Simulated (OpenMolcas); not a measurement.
# Computed levels of Ni³⁺

```
Program             : OpenMolcas
Method              : RASSCF
Basis               : ANO-RCC-VTZP [6s5p3d2f1g]
Scalar Hamiltonian  : DKH2, point nucleus
Active space        : 13 electrons in 8 orbitals (RAS1 3p, at most 2 holes; RAS2 3d)
State averaging     : 2S+1 = 4 even, 10 roots; 2S+1 = 2 even, 40 roots
Spin-orbit coupling : RASSI with atomic mean-field integrals over the reference wave functions, term energies averaged over their components
```

Spin-free terms above the lowest, with the occupations of the reference:

```json
{"Configuration": "3d⁷", "Term": "⁴F", "E (eV)": "0.0000", "Occupations": "3p 6.00 3d 7.00"}
{"Configuration": "3d⁷", "Term": "⁴P", "E (eV)": "2.4240", "Occupations": "3p 6.00 3d 7.00"}
{"Configuration": "3d⁷", "Term": "²G", "E (eV)": "2.6653", "Occupations": "3p 6.00 3d 7.00"}
{"Configuration": "3d⁷", "Term": "²P", "E (eV)": "3.1999", "Occupations": "3p 5.99 3d 7.01"}
{"Configuration": "3d⁷", "Term": "²D(1)", "E (eV)": "3.4435", "Occupations": "3p 5.99 3d 7.01"}
{"Configuration": "3d⁷", "Term": "²H", "E (eV)": "3.7361", "Occupations": "3p 6.00 3d 7.00"}
{"Configuration": "3d⁷", "Term": "²F", "E (eV)": "6.0020", "Occupations": "3p 6.00 3d 7.00"}
{"Configuration": "3d⁷", "Term": "²D(2)", "E (eV)": "8.9918", "Occupations": "3p 5.99 3d 7.01"}
```

With spin-orbit coupling, above the lowest level:

| Configuration | Term | J | E (eV) | Measured (eV) | Term weight % |
| --- | --- | --- | --- | --- | --- |
| 3d⁷ | ⁴F | 9/2 | 0.0000 | 0.0000 | 100 |
| 3d⁷ | ⁴F | 7/2 | 0.1426 | 0.1475 | 100 |
| 3d⁷ | ⁴F | 5/2 | 0.2463 | 0.2532 | 100 |
| 3d⁷ | ⁴F | 3/2 | 0.3170 | 0.3250 | 100 |
| 3d⁷ | ⁴P | 5/2 | 2.5163 | 2.2464 | 99 |
| 3d⁷ | ⁴P | 3/2 | 2.5552 | 2.2772 | 94 |
| 3d⁷ | ⁴P | 1/2 | 2.6273 | 2.3505 | 98 |
| 3d⁷ | ²G | 9/2 | 2.7452 | 2.4586 | 98 |
| 3d⁷ | ²G | 7/2 | 2.8779 | 2.5972 | 100 |
| 3d⁷ | ²P | 3/2 | 3.2710 | 2.9321 | 78 |
| 3d⁷ | ²P | 1/2 | 3.4234 | 3.0564 | 98 |
| 3d⁷ | ²D(1) | 5/2 | 3.5373 | 3.3595 | 99 |
| 3d⁷ | ²D(1) | 3/2 | 3.7744 | 3.5680 | 83 |
| 3d⁷ | ²H | 11/2 | 3.8357 | 3.3041 | 100 |
| 3d⁷ | ²H | 9/2 | 3.9538 | 3.4316 | 98 |
| 3d⁷ | ²F | 5/2 | 6.1120 | 5.3856 | 100 |
| 3d⁷ | ²F | 7/2 | 6.1724 | 5.4378 | 100 |
| 3d⁷ | ²D(2) | 3/2 | 9.0921 | 8.3516 | 100 |
| 3d⁷ | ²D(2) | 5/2 | 9.1773 | 8.4297 | 100 |

Against the 18 measured excited levels shown (Corliss and Sugar, J. Phys. Chem. Ref. Data 10, 197 (1981)) the mean absolute deviation is 2900 cm-1; the largest miss in energy is 3d⁷ ²D_5/2(2): computed 9.1773, measured 8.4297 eV (+8.9 %), and the largest in proportion 3d⁷ ²H_11/2 (+16.1 %).

Spin-orbit coupling puts the lowest level 0.1450 eV below the lowest spin-free term.

For ⁴F the intervals divided by the larger J are -228.1, -239.0, -255.6 cm-1. Landé's interval rule makes them equal in pure LS coupling; they differ by 11 % of their mean. The multiplet is inverted.

Without dynamic correlation excited terms often stand tens of per cent too high (terms of higher spin than the ground term too low), and those without a measured partner can miss by more than the paired ones. Active for correlation alone: 3p; no level in the range computed is led by a configuration that opens it, so any true level of that kind is missing. Measured partners are found by configuration, term and J. A level has none where our copy of the source lacks it or the pairing is in doubt (some pairs that miss far off the trend of their configuration count as doubtful), and it then counts in no deviation. Levels of configurations outside the active space are missing. The first state left out of the spin-orbit step lies near 1.1e+06 cm-1 above the lowest spin-free state of the reference (among the parities and spins computed), and the list stops at four fifths of that energy or lower.

The term weight is that of the spin-free term in the level, not the purity of its configuration. A number in round brackets counts repeated terms of one configuration in the order of the reference energies.
